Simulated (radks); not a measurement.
The numbers below are computed, except where a source is named.
Q: The mean radii <r> (bohr) of the occupied orbitals of an atom or ion are listed with their occupations. Level of theory: scalar-relativistic Kohn-Sham, RPBE, spin-polarised, spherical densities, point nucleus (a radial shooting solver on a logarithmic mesh with Libxc functionals).

orbital  occ.     <r>
1s up       1  0.1035
1s down     1  0.1034
2s up       1  0.5041
2s down     1  0.5058
2p up       3  0.4626
2p down     2  0.4653
3s up       1   1.566
3s down     1   1.574
3d up       1   1.937

Name the element and its charge. Open shells, if any, are filled with parallel spins first.

A: Z = 15, phosphorus, charge +3: P3+ in [He] 2s2 2p5 3s2 3d1. The 1s radius gives Z: for a bare nucleus <r> = (2 gamma + 1)/(2Z) with gamma = sqrt(1 - (Z/c)^2), 0.0996 bohr for Z = 15, and screening makes it slightly larger (0.1035 here). The occupations add up to 12, and the charge is Z minus that.
